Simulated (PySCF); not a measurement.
A calculated (PBE, PySCF 2.14, x2c-TZVPPall, scalar relativity by spin-free X2C-1e) atom or ion has these occupied shells.

```
shell  electrons  orbital energy (eV)  rms radius, mean of both spins (bohr)
 1s α          1             -82858.1                                 0.0187
 1s β          1             -82858.1                                 0.0187
 2s α          1             -14690.0                                 0.0756
 2s β          1             -14689.9                                 0.0756
 2p α          3             -12730.1                                 0.0694
 2p β          3             -12730.1                                 0.0694
 3s α          1              -3492.3                                  0.193
 3s β          1              -3492.3                                  0.193
 3p α          3              -2922.9                                  0.195
 3p β          3              -2922.9                                  0.195
 3d α          5              -2296.0                                  0.178
 3d β          5              -2295.9                                  0.178
 4s α          1              -772.40                                  0.424
 4s β          1              -772.31                                  0.424
 4p α          3              -584.48                                  0.452
 4p β          3              -584.39                                  0.452
 4d α          5              -354.02                                  0.482
 4d β          5              -353.93                                  0.482
 5s α          1              -123.46                                  0.954
 5s β          1              -122.87                                  0.954
 4f α          7              -101.98                                  0.530
 4f β          7              -101.85                                  0.530
 5p α          3              -72.517                                   1.10
 5p β          3              -71.815                                   1.10
 5d α          5              -14.668                                   1.57
 5d β          4              -13.944                                   1.57
 6s α          1               -9.399                                   2.75
 6s β          1               -8.639                                   2.75
 6p α          1               -2.855                                   3.94
```

(1) Name the element and its charge.

Answers

(1) Hg (mercury, neutral), in [Xe] 4f14 5d9 6s2 6p1, one real determinant (an excited configuration).
